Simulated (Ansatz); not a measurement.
Ansatz (a program for electronic structure) input:

Ansatz 0.2 input:
```yaml
crystal:
  periodic: [false, false, false]
  atoms:
    - {symbol: Si, position_ang: [1.54115706, -0.25708814, 0.40410318]}
    - {symbol: N, position_ang: [0.09661198, 0.00055141, -0.77243538]}
    - {symbol: Si, position_ang: [-1.59325532, 0.25679079, 0.01243460]}
    - {symbol: H, position_ang: [2.72943729, -0.26506426, -0.47260719]}
    - {symbol: H, position_ang: [1.44543089, 0.90658295, 1.30858912]}
    - {symbol: H, position_ang: [1.22543760, -1.55295861, 1.03713825]}
    - {symbol: H, position_ang: [0.04774588, -0.79997664, -1.40849209]}
    - {symbol: H, position_ang: [-1.72304616, -0.90816721, 0.91099772]}
    - {symbol: H, position_ang: [-2.52900142, 0.26620824, -1.12992441]}
    - {symbol: H, position_ang: [-1.44340234, 1.55171435, 0.70555289]}
    - {symbol: H, position_ang: [0.30049007, 0.80196419, -1.37573563]}
basis:
  gaussian:
    orbitals: def2-TZVP
hamiltonian:
  xc: b3lyp
  dispersion: d3bj
total_charge: 1
relax: {f_tol: 0.002, max_steps: 150}
```

Task: What final total energy does it print?

Result: -638.42962 Eh (B3LYP-D3(BJ)/def2-TZVP). The basis has 153 functions. The run takes around 90 core-seconds (rough).

It need not be the lowest isomer of its formula.
